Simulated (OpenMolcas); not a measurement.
Sm V: CASPT2 settings compared

```
Program             : OpenMolcas 26.06
Basis               : ANO-R3 [9s8p6d5f3g1h]
Scalar Hamiltonian  : X2C, finite nucleus
Active space        : 4 electrons in 7 orbitals (4f)
State averaging     : 2S+1 = 5 even, 21 roots; 2S+1 = 3 even, 15 roots kept (CI in the orbitals of an earlier block)
Spin-orbit coupling : RASSI with atomic mean-field integrals over the reference wave functions, term energies averaged over their components
```

Methods on the same reference wave functions:
A. CASSCF
B. SS-CASPT2, IPEA 0.6 Eh, sigma2 regulariser 0.3 Eh (closed shells correlated: 4d 5s 5p)
C. SS-CASPT2, IPEA 0 Eh, no level shift (closed shells correlated: none)
D. SS-CASPT2, IPEA 0.1 Eh, real shift 0.25 Eh (closed shells correlated: none)

Energies in eV above 4f4 5I4.

```csv
Level,A,B,C,D
4f4 5I4,0.0000,0.0000,0.0000,0.0000
4f4 5I5,0.2129,0.2129,0.2129,0.2129
4f4 5I6,0.4577,0.457,0.457,0.457
4f4 5I7,0.7290,0.726,0.727,0.727
4f4 5I8,1.0214,1.015,1.017,1.017
4f4 5F1,2.3375,1.959,2.156,2.158
4f4 5F2,2.4227,2.044,2.241,2.243
4f4 5F3,2.5504,2.172,2.369,2.371
```

Among B to D the level of the table that moves most is 4f4 5F1, by 1600 cm-1 (lowest in B, highest in D). Moves below CASPT2's spread within the term are not significant.

The lowest spin-free term lies below A's lowest term by 0.924 hartree in B, 0.037 hartree in C, 0.036 hartree in D.

CASPT2 breaks the degeneracy within a term, and the mean is taken; among the terms shown or strongly mixed into the levels shown the widest spread is 320 cm-1 (4f4 5I, B). High states are left out of the spin-orbit mixing, which shifts the levels that they would mix with. Without dynamic correlation excited terms often stand tens of per cent too high (terms of higher spin than the ground term too low), and those without a measured partner can miss by more than the paired ones (holds for A). Only configurations of the active space appear. Levels that lie high or do not pair safely by name in every column are left out.
